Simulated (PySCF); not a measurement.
## Ionisation energy of Nb⁺ by level of theory

Nb⁺ [Kr] 4d4 (5D) → Nb²⁺ [Kr] 4d3 (4F), as a difference of total energies. All numbers are calculated (PySCF 2.14, a scalar-relativistic core potential, in aug-cc-pVDZ-PP with ECP28MDF). Correlated levels: valence: 4s2 4p6 frozen. The calculations carry no spin-orbit coupling.

```csv
method,ionisation energy (eV)
UHF,13.093
M06-2X,14.269
BP86,14.536
MP2 (valence),13.541
SCS-MP2 (valence),13.243
```

Problem. How much does correlation contribute at MP2 (valence)?

Solution. 13.541 − (13.093) = 0.448 eV, measured against UHF.

The reference lies between the lowest fine-structure levels, while these numbers refer to the centres of the terms.

Errors of the correlated levels include the incompleteness of this basis and the frozen core.

For comparison: 14.32 eV (semi-empirical (NIST evaluation); NIST Atomic Spectra Database, ionization energies).
